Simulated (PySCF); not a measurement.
Ta(S)(OH)(NH2)2 (H₅N₂OSTa), SMILES [Ta]([OH])([NH2])([NH2])=[S], multiplicity 1.

Geometry: PBE0-D3(BJ)/def2-SVP. The multiplicity is an assumed one; no other spin state was optimised. The structure was generated by enumeration; whether it is a known compound was not checked. The def2 effective core potentials stand for the cores of Ta; spin–orbit coupling is left out. One conformer was computed; it need not be the lowest.

All values below come from PBE/def2-TZVP in PySCF.

Isolated molecule, no solvent.

Q: Estimate the frontier levels, gap, dipole moment and polarisability. (The exact figures need the calculation; the answer reports its results.)

A: 
```json
{
 "highest_occupied_level": "-6.01 eV",
 "lowest_empty_level": "-1.73 eV",
 "orbital_gap": "4.28 eV",
 "dipole_moment": "0.707 e·Å",
 "quadrupole, principal values (traceless, Buckingham form, about the centre of nuclear charge)": "-9.06, 3.88, 5.18 D·Å",
 "mean_static_polarisability": "82.0 bohr³ (12.15 Å³)",
 "polarisability_principal_values": "72.7, 77.4, 96.0 bohr³"
}
```
